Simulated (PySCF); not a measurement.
C₂H₆ClFSi. Atoms are numbered in the order given.

```xyz
11

F     -1.1005    -1.3613     0.3877
C     -0.9710    -0.2699    -0.4172
Cl    -1.1322     1.2224     0.5986
C      0.3607    -0.3016    -1.1337
Si     1.9159    -0.2457    -0.0281
H     -1.8319    -0.2482    -1.1019
H      0.4067     0.5373    -1.8466
H      0.3908    -1.2305    -1.7296
H      1.7873    -1.1845     1.1187
H      3.0676    -0.6675    -0.8783
H      2.1700     1.1325     0.4702
```
Charge 0, spin multiplicity 1.

Geometry optimised at B3LYP-D3(BJ)/def2-SVP. The structure was generated by enumeration; whether it is a known compound was not checked. One conformer was computed; it need not be the lowest.

All values below come from TDA-LC-ωPBE/def2-SVPD run with PySCF.

Vertical excitations. Gas-phase values at a fixed geometry.

Computed excitation energies, oscillator strengths and character:
```tsv
state	energy (eV)	λ (nm)	f	main pairs
S1	7.58	164	0.001	HOMO→LUMO+1 48 %, HOMO→LUMO+2 13 %, HOMO→LUMO+7 7 %
S2	7.89	157	0.001	HOMO−1→LUMO+1 42 %, HOMO−1→LUMO+2 11 %, HOMO−2→LUMO+1 9 %
S3	9.01	138	0.074	HOMO→LUMO 28 %, HOMO→LUMO+1 21 %, HOMO−2→LUMO+1 14 %, HOMO→LUMO+3 6 %
S4	9.14	136	0.013	HOMO−2→LUMO+1 37 %, HOMO→LUMO 20 %, HOMO−1→LUMO+1 9 %
S5	9.27	134	0.001	HOMO−3→LUMO+3 22 %, HOMO−3→LUMO+1 21 %, HOMO−3→LUMO+2 6 %, HOMO→LUMO+3 6 %
S6	9.32	133	0.011	HOMO−4→LUMO+3 22 %, HOMO−4→LUMO+1 14 %, HOMO−1→LUMO 10 %
S7	9.50	131	0.024	HOMO−1→LUMO 37 %, HOMO−1→LUMO+3 7 %
S8	9.53	130	0.031	HOMO−4→LUMO+4 18 %, HOMO−1→LUMO 7 %, HOMO−4→LUMO+3 7 %, HOMO−3→LUMO+2 7 %
S9	9.54	130	0.078	HOMO−2→LUMO 48 %
S10	9.67	128	0.049	HOMO−3→LUMO 14 %, HOMO−2→LUMO+3 11 %, HOMO→LUMO+3 9 %, HOMO−4→LUMO 6 %
T1	6.71	185	0	HOMO→LUMO+1 44 %, HOMO→LUMO+2 12 %, HOMO→LUMO+7 9 %, HOMO→LUMO+9 7 %
T2	6.98	178	0	HOMO−1→LUMO+1 37 %, HOMO−1→LUMO+2 12 %, HOMO−2→LUMO+1 8 %, HOMO−1→LUMO+7 8 %
T3	8.11	153	0	HOMO−2→LUMO+1 22 %, HOMO−5→LUMO+1 15 %, HOMO−5→LUMO+2 6 %, HOMO−1→LUMO+1 6 %
T4	8.55	145	0	HOMO−3→LUMO+3 29 %, HOMO−3→LUMO 11 %, HOMO−3→LUMO+1 8 %
```
Triplets are in the Tamm–Dancoff approximation.
